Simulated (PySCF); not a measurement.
# Assigning NMR signals

Bonds (- single, = double, # triple, : aromatic): O1-Si2, Si2-N3, N3=C4, C4-C5, C5-C6, C6-C7, C7-C5. O1 carries H8; Si2 carries H9, H10; C4 carries H11; C5 carries H12; C6 carries H13, H14; C7 carries H15, H16. Stereochemistry as in O[SiH2]/N=C\C1CC1. H14, H15 are cis to C4 on the ring; H13, H16 are trans to C4 on the ring.

[PySCF: σ from GIAO-PBE0/pcSseg-1; GFN2-xTB geometry; in vacuum; single conformer; non-relativistic Hamiltonian; rapidly exchanging positions averaged]

Referencing at the same level of theory: 13C (σ = 186.93 ppm) and 1H (σ = 31.72 ppm) vs TMS.

(1) Assign these signals to the numbered atoms. 13C{1H} NMR (computed): δ 182.2 (CH), 25.4 (CH), 8.0 (CH2).

(2) Assign these signals to the numbered atoms. 1H NMR (400 MHz, computed): δ 7.48 (d, 1H), 5.34 (s, 2H), 1.56 (br s, 1H), 1.32 (m, 1H), 0.90 (m, 2H), 0.75 (m, 2H).

## Answers

(1) 
| δ (ppm) | atoms | environment | reason |
| --- | --- | --- | --- |
| 182.2 | C4 | C=N carbon | – |
| 25.4 | C5 | three-membered-ring carbon | carbons of three-membered rings are unusually shielded |
| 8.0 | C6/C7 | three-membered-ring carbon | – |

(2) 
| δ (ppm) | atoms | environment | reason |
| --- | --- | --- | --- |
| 7.48 | H11 | hydrogen on a C=N carbon | – |
| 5.34 | H9/H10 | hydrogen on a silicon bonded to N, O | – |
| 1.56 | H8 | hydrogen on an oxygen bonded to Si | exchangeable; this is the value without hydrogen bonding to other molecules |
| 1.32 | H12 | hydrogen on a three-membered-ring carbon | cyclopropane-type protons are shielded by the ring |
| 0.90 | H13/H16 | hydrogen on a three-membered-ring carbon | – |
| 0.75 | H14/H15 | hydrogen on a three-membered-ring carbon | – |

OH/NH shifts are gas-phase values; hydrogen bonding in solution moves them, usually downfield. Shifts are as computed. Against solution values, carbons near 30 ppm lie about +3 ppm off and those near 130 ppm about +5 ppm. Of 1211 compounds with measured shifts, 218 miss one by over three times the rms of a fit or turn the order of signals round; such compounds aren't used in these exercises. No couplings were computed; multiplicities are counted from neighbouring protons, with m where these are inequivalent, close in shift, in a saturated or five-membered ring or joined by F or P, and br s for small geminal =CH2 splittings.
